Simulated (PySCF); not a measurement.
SMILES O[Si](O)(O)[OH+][Si](O)(O)O (H₇O₇Si₂ (cation, charge +1)), GFN2-xTB optimised geometry. Atoms within 1.6 Å of the plane z = 1.5 Å (x, y, z in Å): O1 (-0.90, 1.18, 0.00), Si2 (-0.33, -0.31, 0.00), O3 (1.26, -0.31, 0.00), O5 (-0.81, -1.01, 1.51), Si6 (-0.53, -0.34, 3.09), H11 (1.81, 0.45, 0.17), H13 (-1.28, -1.85, 1.47), H14 (-1.01, 1.89, 3.06).

Computed with PySCF with CAM-B3LYP/def2-TZVP. Cells within 0.4 Å of a nucleus heavier than hydrogen are left out (blank, or x).

Map of the electron localisation function on the plane z = 1.5 Å:

```
|0000000000000000000000000000000|
|0000000000000000000000000000000|
|0000000000000000000000000000000|
|0000000000000000000000000000000|
|0000000000000000000000000000000|
|0000000000000000000000000000000|
|0000000000000000000000000000000|
|0000000000000000000000000000000|
|0000000000000000000000000000000|
|0000000000000000000000000000000|
|0000000000000000000000000000000|
|0000000000000000000000000000000|
|0000000000000000000000000000000|
|0000000000000000000000000000000|
|0000000000000000000000000000000|
|0000000001233210000000000000000|
|0000000135777642000000000000000|
|0000000257887774100000000000000|
|00000013678xxx87300000000000000|
|00000013578xxx87400000000000000|
|000000135787x887510000000000000|
|0000001479998876410000000000000|
|0000001489998665300000000000000|
|0000001479998532100000000000000|
|0000000357886311000000000000000|
|0000000134553100000000000000000|
|0000000001211000000000000000000|
|0000000000000000000000000000000|
|0000000000000000000000000000000|
|0000000000000000000000000000000|
|0000000000000000000000000000000|
```
Scale: ten equal steps from 0.000 (start of '0') to 0.998 (end of '9'), in the order '0123456789'; x runs from -4.00 to 4.00, y from -4.00 (bottom) to 4.00 (top).
